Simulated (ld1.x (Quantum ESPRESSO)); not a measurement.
# Ge (Z = 32): excitation energies, all-electron against RRKJ

| Property | Result |
| --- | --- |
| Element | Ge (Z = 32) |
| Generator | ld1.x (Quantum ESPRESSO) 7.5 |
| Type | norm-conserving RRKJ (Kleinman–Bylander form) |
| Functional | PBE |
| Relativity | fully relativistic |
| Frozen core | [Ar] |
| Valence charge | 14 |
| Reference configuration | 3d10 4s2 4p2 |
| Partial waves | 4p (bound): rc 2.10 bohr; 3d (bound): rc 0.60 bohr; 4s (bound): rc 1.55 bohr |
| Local potential | the s channel |
| Core correction | none |

Open shells are filled in proportion to 2j + 1 (rel_dist='average').

Energies are relative to the spin-unpolarised reference configuration 3d10 4s2 4p2; without spin polarisation the order of configurations can differ from experiment.

(1) Give the all-electron excitation energy and the error of the potential for: 3d10 4s2 4p1; 3d10 4s2 4p0; 3d10 4s1 4p0; 3d10 4s2 4p1.5; 3d10 4s0 4p0; 3d10 4s1 4p3; 3d10 4s1 4p2.

Answers

(1)

```
valence configuration  charge  ΔE all-electron (eV)  error AE − PS (meV)
         3d10 4s2 4p1      +1                 7.446                 +0.3
         3d10 4s2 4p0      +2                22.888                 +7.3
         3d10 4s1 4p0      +3                57.679                  +57
       3d10 4s2 4p1.5    +0.5                 2.803                  0.0
         3d10 4s0 4p0      +4               104.022                 +207
         3d10 4s1 4p3       0                 7.969                 -2.3
         3d10 4s1 4p2      +1                16.159                  0.0
```
